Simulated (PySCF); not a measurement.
Run record: geometry optimisation, ZrEtF3, `C[CH2][Zr]([F])([F])[F]`.

Method: PBE0-D3(BJ)/def2-SVP geometry optimisation, gas phase, def2 core potentials past Kr (PySCF 2.14.0). Start geometry: GFN2-xTB. The input is one job of a driver script: a line of settings, then coordinates in Å.

Input:
```
{"job": {"xc": "PBE0", "basis": "def2-SVP", "d3": "d3bj", "grid": 1, "maxiter": 30, "shake": 0.03, "kind": "geom"}, "charge": 0, "multiplicity": 1}
Zr    -0.203710    -0.439880    -1.532710
C     -0.369610    -0.538040     0.625610
C      0.430610     0.689250     1.044730
H      0.205400    -1.442280     1.025880
H     -1.386760    -0.442050     1.008010
H      0.527150     0.798950     2.155080
H      1.549690     0.590950     0.698600
H      0.092380     1.639360     0.663100
F      1.562590    -0.290070    -1.809360
F     -1.127610     1.257570    -1.803350
F     -1.182070    -1.909260    -2.044700
```

Output:
```
step   0  E = -425.35504542  max force = 0.081048
step   1  E = -425.37319482  max force = 0.023256
step   2  E = -425.37604205  max force = 0.009089
step   3  E = -425.37719920  max force = 0.007918
step   4  E = -425.37752504  max force = 0.003900
step   5  E = -425.37773104  max force = 0.001638
step   6  E = -425.37779665  max force = 0.001472
step   7  E = -425.37776840  max force = 0.005068
step   8  E = -425.37801915  max force = 0.002450
step   9  E = -425.37813093  max force = 0.001584
step  10  E = -425.37824019  max force = 0.001284
step  11  E = -425.37826427  max force = 0.001058
step  12  E = -425.37784441  max force = 0.003744
step  13  E = -425.37825211  max force = 0.001762
step  14  E = -425.37832015  max force = 0.001641
step  15  E = -425.37832934  max force = 0.001585
step  16  E = -425.37834158  max force = 0.000845
step  17  E = -425.37834507  max force = 0.000773
step  18  E = -425.37834803  max force = 0.000574
step  19  E = -425.37834867  max force = 0.000356
optimisation converged
```

Energies in Eh; «max force» is the largest Cartesian gradient component in Eh/bohr.

Q: How much energy does the optimisation release, in kJ/mol?

A: E(step 0) − E(last step) = 0.023303 Eh, which is 61.2 kJ/mol.

Main results: final energy -425.37835 Eh after 19 steps; dipole 1.28 D.

Q: How long does this job take on an Arm Neoverse V1 with one thread, no GPU, shared host? And the peak memory of the process?

A: About 2.6 min, with 0.52 GiB resident at the peak, the Python interpreter and its libraries included.
Labels such as C1 count atoms from 1, the log's own numbers from 0.
